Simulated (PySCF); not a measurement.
Ge(Me)(SH) (CH4GeS), SMILES [CH3][Ge][SH] (connectivity only; charge and spin as stated), neutral, multiplicity 1. Heavy atoms are numbered as in [Ge:1]([CH3:2])[SH:6]. Hydrogens are named by the atom that carries them.

Geometry optimised at PBE0-D3(BJ)/def2-SVP. Other conformers were not sampled.

All values below come from PBE0/pcSseg-1 (PySCF).

GIAO shieldings, no solvent; atoms alike by connectivity are averaged. δ = σ(ref) − σ: ⁷³Ge against GeH4 (σ = 1658.3 ppm); ¹³C against TMS (σ = 186.3 ppm); ¹H against TMS (σ = 31.56 ppm); ³³S against H2S (σ = 716.7 ppm), references at their B3LYP-D3(BJ)/def2-TZVP geometries, non-relativistic.

```tsv
nucleus	atoms	count	δ (ppm)
⁷³Ge	Ge1	1	1517.7
¹³C	C2 (CH3)	1	37.1
¹H	H on S6	1	6.13
¹H	H on C2	3	1.92
³³S	S6 (SH)	1	483.8
```
